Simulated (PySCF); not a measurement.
# Electronic structure of Zn (zinc, neutral) at the r2SCAN level

Configuration: [Ar] 3d10 4s2, closed-shell 1S. Computed with PySCF 2.14 in x2c-TZVPPall (6s5p4d2f1g, 64 functions), with the spin-free X2C one-electron Hamiltonian (Gaussian nucleus).

- Total energy: -1795.875 hartree
- One-electron energy: -2503.551 hartree
- Hartree (Coulomb) energy: 779.690 hartree
- Exchange-correlation energy: -72.014 hartree
- ⟨S²⟩: 0.0000
- ⟨L²⟩: 0.000
- Sum of ⟨r⟩: 21.75 bohr
- Sum of ⟨r²⟩: 32.68 bohr²
- Langevin diamagnetic susceptibility: -25.9 ×10⁻⁶ cm³/mol

```csv
shell,electrons,mean orbital energy (eV),"rms radius, mean of both spins (bohr)"
1s,2,-9545.7,0.0580
2s,2,-1168.8,0.245
2p,6,-1011.4,0.219
3s,2,-133.45,0.731
3p,6,-86.047,0.775
3d,10,-10.475,1.06
4s,2,-6.229,2.86
```

Densities and radii are taken from the X2C orbitals without a picture-change correction, which distorts them close to the nucleus.
